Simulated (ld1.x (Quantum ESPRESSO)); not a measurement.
## An all-electron radial function and its pseudo partner (palladium)

Columns: radius, all-electron u(r) and pseudo u(r) of the 5s shell (level -4.38 eV) of palladium in the configuration [Kr] 4d9 5s1 5p0; PBEsol, scalar-relativistic, TM semilocal scheme, ld1.x (Quantum ESPRESSO) 7.5.

```
r (bohr)  all-electron  pseudo
   0.205        0.1009  0.0189
   0.410        0.0454  0.0408
   0.615       -0.2257  0.0694
   0.820       -0.2551  0.1087
   1.025       -0.1137  0.1628
   1.230        0.0773  0.2342
   1.435        0.2535  0.3205
   1.640        0.3929  0.4126
   1.845        0.4931  0.4962
   2.050        0.5588  0.5590
   2.255        0.5968  0.5968
   2.460        0.6131  0.6131
   2.665        0.6132  0.6132
   2.870        0.6014  0.6014
   3.075        0.5810  0.5810
   3.280        0.5548  0.5548
   3.485        0.5248  0.5248
   3.690        0.4926  0.4926
   3.895        0.4594  0.4594
   4.100        0.4263  0.4263
   4.305        0.3938  0.3938
   4.510        0.3624  0.3624
   4.715        0.3325  0.3325
   4.920        0.3042  0.3042
   5.125        0.2777  0.2777
   5.330        0.2531  0.2531
```

Q: How many radial nodes do the two functions have?

A: The all-electron 5s function has n − l − 1 = 4 (the table is too coarse to show those close to the nucleus); the pseudo-wave has 0, since the states of the same l below it are removed with the core.

Q: At about which radius was the pseudo-wave matched?

A: 2.25 bohr, where the columns begin to agree (steps of 0.20 bohr).

Q: Is the pseudo-wave norm-conserving?

A: Yes: the TM semilocal scheme keeps the norm inside the radius equal to the all-electron one, which fixes the energy derivative of the logarithmic derivative at the level.
